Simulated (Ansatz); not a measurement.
Compare A (`C=C(O)B(C)N`) with its isomer B (`COCBC=N`).

Gas-phase electronic energies from Ansatz, PBE0-D4/def2-TZVP geometries. CCSD(T)/CBS adds triple-zeta CCSD(T) − MP2 to the extrapolated MP2 energy (def2 sets, frozen cores). Functionals use def2-TZVPP. B3LYP here is the variant with VWN-RPA as its local correlation; programs differ in this. One conformer a species, not always the lowest.

Task: Which is lower in electronic energy at CCSD(T)/CBS, and by how much? (Estimate.)

Result: The calculation gave: A, by 284.6 kJ/mol.

Task: Give E(B) − E(A) in kJ/mol with PBE0-D4, ωB97M-V, PBE-D4, HF/def2-TZVPP, B3LYP-D4, CCSD(T)/def2-TZVPP, B2PLYP. (An estimate is asked.)

Result: Ansatz gave: PBE0-D4 288.8, ωB97M-V 284.2, PBE-D4 287.0, HF/def2-TZVPP 253.4, B3LYP-D4 280.0, CCSD(T)/def2-TZVPP 278.6, B2PLYP 279.4. None reverses the order clearly.

Largest T1 diagnostic: 0.012.

In def2-TZVPP, CCSD(T) changes the Hartree–Fock value by +25.2 kJ/mol (the triples alone add +3.4 kJ/mol) and MP2 by +39.2 kJ/mol. The D4 term adds +5.5 kJ/mol with B3LYP and +2.9 kJ/mol with PBE0; it sums over pairs of atoms, weighted by their polarisabilities, and B3LYP, whose exchange is more repulsive, gets the larger term.
